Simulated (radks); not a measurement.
Values are calculated unless marked as measured or tabulated.
Polarisability of the germanium ion Ge2+, [Ar] 3d10 4s2, at imaginary frequency. Code: a radial shooting solver on a logarithmic mesh with Libxc functionals. Model: non-relativistic Kohn-Sham, LDA (Slater exchange, VWN5 correlation), spin-unpolarised, spherical densities, point nucleus. Response by self-consistent Sternheimer equations with the Hartree and adiabatic LDA kernel.

| w (hartree) | alpha1(iw) (bohr^3) | alpha2(iw) (bohr^5) |
|---|---|---|
| 0.00266 | 10.44 | 31.37 |
| 0.0143 | 10.43 | 31.35 |
| 0.0360 | 10.37 | 31.29 |
| 0.0697 | 10.19 | 31.10 |
| 0.118 | 9.749 | 30.62 |
| 0.186 | 8.893 | 29.59 |
| 0.280 | 7.528 | 27.62 |
| 0.413 | 5.785 | 24.25 |
| 0.605 | 4.031 | 19.35 |
| 0.892 | 2.605 | 13.51 |
| 1.35 | 1.605 | 8.073 |
| 2.12 | 0.9478 | 4.098 |
| 3.59 | 0.5120 | 1.750 |
| 6.94 | 0.2205 | 0.5831 |
| 17.5 | 0.05426 | 0.1132 |

Static values: alpha1 = 10.44 bohr^3 (1.547 angstrom^3; uncoupled 18.35), alpha2 = 31.37 bohr^5, alpha3 = 174.5 bohr^7. C6 = 40.51, C8 = 750.7, triple-dipole C9 = 297.7 atomic units. One-pole (London) frequency 4 C6 / (3 alpha1^2) = 0.495 hartree, against 1.072 for minus the highest occupied eigenvalue. The dipole shielding factor is 0.937, as the force sum rule N/Z = 0.938 demands.
